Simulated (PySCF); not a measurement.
**Question.** Give a GFN2-xTB geometry of `N(=C(\CCF)C=C=C=C)/[H]`.

**Answer.** 
```xyz
17
C7H8FN angstrom
C      4.0991    0.4405    0.0107
C      2.8482    0.0705    0.1290
C      1.6615   -0.3307    0.2256
C      0.3894   -0.6570    0.3647
C     -0.6263    0.3100    0.7767
N     -0.4392    1.5387    1.0249
C     -2.0362   -0.2116    0.8915
C     -2.6842   -0.3713   -0.4813
F     -2.1214   -1.4182   -1.1731
H      4.4055    1.4544    0.2140
H      4.8674   -0.2523   -0.2935
H      0.0657   -1.6677    0.1565
H      0.5259    1.8478    0.9195
H     -2.0438   -1.1755    1.4045
H     -2.6236    0.5092    1.4594
H     -3.7506   -0.6008   -0.3876
H     -2.5444    0.5259   -1.0919
```

Orientation and origin are arbitrary. Atoms count from 1 in this order. Of the pairs four or more bonds apart, C3···H13 is among the closest relative to their van der Waals radii: 2.55 Å, 88 % of the sum of Bondi's values. The C–C distances run from 1.256 Å (C2=C3, drawn double) to 1.526 Å (C7–C8, drawn single), a spread of 0.270 Å.

Bonds between heavy atoms (Å): C1=C2 1.310, C2=C3 1.256, C3=C4 1.321, C4–C5 1.462, C5=N6 1.267, C5–C7 1.508, C7–C8 1.526, C8–F9 1.375.

Computed geometry: GFN2-xTB, gas phase.

Point group: C1 (no symmetry element, even within 0.4 Å). No frequency check. One conformer, not necessarily the lowest (C3–C4–C5–N6 1°, C4–C5–C7–C8 -77°, C5–C7–C8–F9 71°).
